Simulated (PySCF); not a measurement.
# Electron correlation in Zr²⁺ (zirconium, charge +2)

[Kr] 4d2, high-spin 3F determinant. All numbers are calculated (PySCF 2.14, the spin-free X2C one-electron Hamiltonian (Gaussian nucleus), in x2c-QZVPPall). Frozen: [Kr]; 2 electrons correlated.

With two correlated electrons CCSD is exact within the correlated space (frozen core and kept virtual orbitals).

| level | correlation energy (mhartree) |
| --- | --- |
| CCSD | -5.12 |

Diagnostics: T1 = 0.0011, D1 = 0.0016, largest double amplitude 0.013.

Cost of the coupled-cluster step: roughly 17 core-seconds, for 2 correlated electrons.

Iterations:

```
CC2 = 0
CCSD nocc = (np.int64(2), np.int64(0)), nmo = (93, 93)
frozen orbitals [[0, 1, 2, 3, 4, 5, 6, 7, 8, 9, 10, 11, 12, 13, 14, 15, 16, 17], [0, 1, 2, 3, 4, 5, 6, 7, 8, 9, 10, 11, 12, 13, 14, 15, 16, 17]]
max_cycle = 100
direct = 0
conv_tol = 1e-08
conv_tol_normt = 1e-06
diis_space = 8
diis_start_cycle = 0
Init t2, MP2 energy = -0.0038931932615511
Init E_corr(UCCSD) = -0.00389319326380547
cycle = 1  E_corr(UCCSD) = -0.00479816213835397  dE = -0.000904968875  norm(t1,t2) = 0.00975022
cycle = 2  E_corr(UCCSD) = -0.00503084919714196  dE = -0.000232687059  norm(t1,t2) = 0.00286489
cycle = 3  E_corr(UCCSD) = -0.00512315004691737  dE = -9.23008498e-05  norm(t1,t2) = 0.000912885
cycle = 4  E_corr(UCCSD) = -0.0051211462458932  dE = 2.00380102e-06  norm(t1,t2) = 8.78632e-05
cycle = 5  E_corr(UCCSD) = -0.00512122252732933  dE = -7.62814361e-08  norm(t1,t2) = 6.29413e-06
cycle = 6  E_corr(UCCSD) = -0.00512122262217599  dE = -9.48466652e-11  norm(t1,t2) = 1.08226e-06
cycle = 7  E_corr(UCCSD) = -0.00512122355288378  dE = -9.30707791e-10  norm(t1,t2) = 1.2093e-07
UCCSD converged
E(UCCSD) = -3595.589512008755  E_corr = -0.005121223552883784
```
